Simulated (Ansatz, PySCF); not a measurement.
Species: GeCl, net charge 0, doublet state. 
Structure (B3LYP-D3(BJ)/def2-TZVP (Ansatz, a first-principles code) minimum search):
```
Ge
Cl 1 2.1967
```
Charge 0, spin multiplicity 2.

Dipole moments at this geometry, in debye (magnitudes).

| level | program | dipole (D) |
|---|---|---|
| SVWN5/def2-TZVPD | Ansatz | 1.54 |
| PBE/def2-TZVPD | PySCF | 1.57 |
| BP86/def2-TZVPD | PySCF | 1.55 |
| r2SCAN/def2-TZVPD | Ansatz | 1.59 |
| BHLYP/def2-TZVPD | Ansatz | 1.95 |
| PW6B95/def2-TZVPD | PySCF | 1.83 |
| M06-2X/def2-TZVPD | PySCF | 1.86 |
| HSE06/def2-TZVPD | Ansatz | 1.74 |
| wB97X-V/def2-TZVPD | Ansatz | 1.87 |
| CCSD(T)/def2-SVPD | Ansatz | 1.77 |
